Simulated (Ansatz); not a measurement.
Species: H₃BNO, SMILES `N[B]O` (H–N–B–O torsion 0°, N–B–O–H torsion 0°) (charge 0, multiplicity 2), formula H₃BNO.

### Question
How many basis functions does frozen-core CCSD(T)/cc-pVTZ // B3LYP-D3(BJ)/def2-TZVP (Ansatz, an electronic-structure program) use, how many core orbitals are frozen, and how many electrons are correlated?

### Answer
132 basis functions and 3 frozen orbitals, which leaves 17 correlated electrons. Core time is of the order of seconds.
